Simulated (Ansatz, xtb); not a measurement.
Relaxing a trial structure of CH6AlIn

The starting geometry of this gas-phase singlet has its atoms placed at random.

```xyz
9

C    -0.8272    0.3859   -1.6124
Al    0.6744    0.9171    1.4030
In    1.3638   -0.5647   -0.1338
H     0.8673   -0.7148   -1.7208
H    -1.3155    0.0816    1.1597
H    -0.5974   -0.2916   -2.3948
H     0.0640    2.0498   -0.3390
H     0.3089   -1.0571    0.8804
H    -0.4627   -1.0720   -0.1097
```

Question: Guess where an optimisation with r2SCAN-D4/def2-SVP ends from this start.

Answer: It falls apart into AlH2In + CH4. Distances that change by over a tenth: Al2–In3 (2.24 → 2.76 Å), In3–H8 (1.54 → 2.27 Å). Contacts that open: In3–H4 (1.67 → 3.57 Å), In3–H9 (1.90 → 4.23 Å). Contacts that close: C1–H4 (2.02 → 1.10 Å), C1–H7 (2.28 → 1.11 Å), C1–H9 (2.13 → 1.10 Å), Al2–H5 (2.17 → 1.61 Å), Al2–H8 (2.07 → 1.74 Å).

The energy falls by 14.43 eV over 20 steps:

```csv
step,E − E(last) (eV)
1,14.434
3,9.083
5,6.522
7,3.760
9,1.202
12,0.029
14,0.004
16,0.001
18,0.000
20,0.000
```

Final geometry (Å):

```xyz
9

C    -0.4452   -0.0476   -1.5419
Al    0.2207    0.6000    1.4403
In    2.6991   -0.1544    0.4911
H     0.1640   -0.8846   -1.9069
H    -1.3593    0.5183    1.7644
H    -0.8417    0.5329   -2.3853
H     0.1927    0.6458   -0.9504
H     0.7168   -1.0450    1.1505
H    -1.2716   -0.4312   -0.9293
```

From the same start GFN2-xTB ends elsewhere, differing in C1–Al2 (2.05 against 3.12 Å here), C1–H7 (2.99 against 1.11 Å here), Al2–H7 (1.69 against 2.39 Å here).

From so rough a start the end depends on the optimiser's path, so another program may land elsewhere. No frequencies were run, so the end isn't proven a minimum. Atoms past krypton carry core potentials, without spin–orbit terms. Run with Ansatz 0.2.0, 21 s on 2 threads of Intel(R) Xeon(R) 6975P-C (Granite Rapids), on a shared host.
